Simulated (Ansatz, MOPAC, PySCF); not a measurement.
Pair of molecules: H2S (SMILES S) (first 3 atoms) with CH5N (SMILES CN); geometry from B3LYP-D3(BJ)/def2-TZVP, rigid monomers moved along the line of their centres of mass till H2···N5 is 2.38 Å.
(charge 0, multiplicity 1):
```xyz
10

S      0.299     0.131    -0.131
H      0.513     0.258     1.209
H      0.577    -1.182    -0.125
C     -0.728    -0.382     3.947
N      0.478     0.368     3.588
H     -0.616    -1.416     3.619
H     -1.580     0.037     3.412
H     -0.959    -0.386     5.019
H      1.299    -0.017     4.040
H      0.405     1.337     3.875
```

Counterpoise-corrected where a basis set is named; no monomer relaxation. Rows marked so take none.

Rows in 6-31G*, STO-3G carry no dispersion term and start afresh at each structure (6-31G* with six Cartesian d functions). The state that PM3 reach isn't checked.

The values were computed with Ansatz (a program for electronic structure); MOPAC for PM3 (differences of heats of formation); PySCF for 6-31G* rows, STO-3G rows, the dispersion terms. Each number belongs to the level named beside it.

### Question
One of these levels gives -68.7 meV for the interaction energy. Which?
A) r2SCAN-D4/def2-TZVPPD
B) HF/6-31G* (no counterpoise)
C) HF/STO-3G (no counterpoise)
D) PM3

### Answer
C, HF/STO-3G (no counterpoise). The others give -34.7 (PM3), -140.1 (HF/6-31G* (no counterpoise)), -183.3 (r2SCAN-D4/def2-TZVPPD)
